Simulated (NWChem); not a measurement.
Molecule: C2H2ClFSi; SMILES C#C[Si@H](F)Cl

Computed with NWChem. All runs use the structure optimised with PBE0/def2-SVP. Static field.

### Question
Estimate the computed values for PBE/Sadlej pVTZ. Quantities: isotropic polarisability (bohr³); anisotropy (bohr³).

### Answer
```json
{
 "isotropic polarisability (bohr³)": "63.3",
 "anisotropy (bohr³)": "30.4"
}
```
